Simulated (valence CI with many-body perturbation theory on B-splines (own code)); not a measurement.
## Basis-set convergence for N I

Computed by valence CI with perturbative core correlation (CI+MBPT): five valence electrons over a frozen Dirac-Fock core [He], radial functions for each j: 9 s, 9 p, 8 d, 6 f, 3 g, 1 h, with the one-electron correlation potential Σ1 (screened to all orders), the two-electron term Σ2, the three-electron term Σ3, Breit, model QED; selected single and double excitations, second order for the rest, scaled by the run's own slope (own B-spline code, finite nucleus).

Set against measurement, 40 paired levels are off by 140 cm⁻¹ on average, the worst by 295. These come from a selection out of the NIST Handbook of Basic Atomic Spectroscopic Data. Levels without a partner in it may be off by more. Among the levels kept, up to 3700 cm⁻¹ of a level comes from second order outside the variational space, and about a tenth of that is noise between levels of different J, which matters for small intervals.

The reference run has the lowest level 2s2 2p3 4S°_3/2 and an ionisation energy of 14.4999 eV. Its largest variational space holds 24575 state functions.

Changed runs:
A. basis 6 s, 6 p, 5 d, 3 f, 1 g
B. basis 5 s, 5 p, 4 d, 2 f

Excitation energies of the reference run in cm⁻¹, and shifts in cm⁻¹:

| Level | Reference | A | B |
| --- | --- | --- | --- |
| 2s2 2p3 2D°_5/2 | 19404 | +123 | +506 |
| 2s2 2p3 2D°_3/2 | 19411 | +129 | +515 |
| 2s2 2p3 2P°_3/2 | 29113 | +95 | +557 |
| 2s2 2p3 2P°_1/2 | 29134 | +73 | +533 |
| 2s2 2p2 3s 4P_1/2 | 83135 | +8.7 | -72 |
| 2s2 2p2 3s 4P_3/2 | 83178 | +6.3 | -88 |
| 2s2 2p2 3s 4P_5/2 | 83225 | +4.8 | -88 |
| 2s2 2p2 3s 2P_1/2 | 85978 | +92 | +138 |
| 2s2 2p2 3s 2P_3/2 | 86079 | +75 | +110 |
| 2s 2p4 4P_3/2 | 88263 | +71 | +314 |
| 2s 2p4 4P_5/2 | 88268 | +2.5 | +261 |
| 2s 2p4 4P_1/2 | 88306 | +22 | +300 |
| Ionisation energy (eV) | 14.4999 | +0.0088 | -0.0067 |
